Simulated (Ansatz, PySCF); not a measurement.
Process, species as SMILES: N[SiH2]N[SiH3] + H+ → [NH3+][SiH2]N[SiH3]
Structures are relaxed separately at B3LYP-D3(BJ)/def2-TZVP in Ansatz (a quantum-chemistry and plane-wave program), one conformer each, not searched for the lowest. Frequencies are from Ansatz or PySCF.

Quantity: proton affinity (0 K, with B3LYP-D3(BJ) harmonic zero-point energies), positive where the reaction releases energy, in kcal/mol. Valence correlation only, unless marked. Spin-orbit coupling is left out. No relativistic terms. Basis-set limits of correlation are two-point, X^-3; Hartree-Fock from the larger set.

| level | program | proton affinity (kcal/mol) |
|---|---|---|
| PBE0/def2-QZVPP | Ansatz | 213.8 |
| HSE06-D4/def2-TZVPD | Ansatz + dftd4 | … |
| RPA@PBE/cc-pV(Q+d)Z | Ansatz | 217.1 |
| CCSD(T)/CBS(cc-pV(T+d)Z,cc-pV(Q+d)Z) | Ansatz | … |

Q: Fill in the missing entries.

A: 
- HSE06-D4/def2-TZVPD, proton affinity (kcal/mol): 213.3
- CCSD(T)/CBS(cc-pV(T+d)Z,cc-pV(Q+d)Z), proton affinity (kcal/mol): 212.6
